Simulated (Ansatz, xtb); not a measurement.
**C3H8Mg: which of two conformers lies lower**

Structure X is `CC[CH2][MgH]`, a singlet and structure Y is `CC[CH2][MgH]`, a singlet. Both are isolated molecules in the gas phase, relaxed with r2SCAN-D4/def2-SVP.

X (Å):

```yaml
atoms:
  - { symbol: C, position_ang: [1.5520, 2.0970, 0.9634] }
  - { symbol: C, position_ang: [1.6189, 1.8808, -0.5459] }
  - { symbol: C, position_ang: [0.5725, 0.8819, -1.0628] }
  - { symbol: Mg, position_ang: [-1.4264, 1.3041, -0.4984] }
  - { symbol: H, position_ang: [1.6726, 1.1442, 1.5068] }
  - { symbol: H, position_ang: [2.3304, 2.7878, 1.3262] }
  - { symbol: H, position_ang: [0.5760, 2.5239, 1.2698] }
  - { symbol: H, position_ang: [1.4960, 2.8571, -1.0521] }
  - { symbol: H, position_ang: [2.6455, 1.5503, -0.8030] }
  - { symbol: H, position_ang: [0.8264, -0.1303, -0.6835] }
  - { symbol: H, position_ang: [0.6523, 0.7907, -2.1638] }
  - { symbol: H, position_ang: [-3.0503, 1.6283, -0.0628] }
```

Y (Å):

```xyz
12

C     1.5142   -0.4395    0.3639
C     0.4777    0.5579    0.8808
C    -0.9211   -0.0505    1.0781
Mg   -2.4429    1.2349    1.7853
H     2.5077    0.0216    0.2314
H     1.2044   -0.8578   -0.6087
H     1.6259   -1.2860    1.0623
H     0.8460    0.9887    1.8321
H     0.4290    1.4123    0.1780
H    -1.2521   -0.5003    0.1184
H    -0.8380   -0.9184    1.7655
H    -3.6807    2.2698    2.3563
```

Task: Estimate E(Y) − E(X) at the level CCSD(T)/def2-SVP + ΔMP2/def2-TZVPP.

Result: Too close to call at this level: CCSD(T)/def2-SVP + ΔMP2/def2-TZVPP gives E(Y) − E(X) = +0.004 eV.

The same difference at several levels:

```tsv
level	geometry	E(Y) − E(X) (eV)	departure from the last row (eV)	job, with rough time for the two
r2SCAN-D4/def2-SVP	r2SCAN-D4/def2-SVP	+0.017	+0.013	optimisation, 61 s
HF/def2-SVP	r2SCAN-D4/def2-SVP	−0.008	−0.013	part of the CCSD(T) run
MP2/def2-SVP	r2SCAN-D4/def2-SVP	+0.001	−0.004	part of the CCSD(T) run
CCSD(T)/def2-SVP	r2SCAN-D4/def2-SVP	+0.003	−0.002	single point
CCSD(T)/def2-SVP + ΔMP2/def2-TZVPP	r2SCAN-D4/def2-SVP	+0.004		single point, 28 s
```

The largest departure from CCSD(T)/def2-SVP + ΔMP2/def2-TZVPP is that of HF/def2-SVP, 0.013 eV. Levels run at GFN2-xTB geometries aren't shown. The last row adds to CCSD(T) the change of the MP2 difference between the two basis sets, here +0.002 eV.

With harmonic frequencies from r2SCAN-D4/def2-SVP (ideal gas, rigid rotor, one conformer each, 298.15 K, 1 atm): on the last row, ΔE + ΔZPE = +0.006, ΔH = +0.007, ΔG = +0.009 eV.

The correlated steps freeze 4 core orbitals; the last core shell of Mg is correlated, in a basis made for valence electrons. Mirror images aren't counted in ΔG. Codes used: Ansatz 0.2.0; the last row on 2 threads of Arm Neoverse V2 on a shared host.
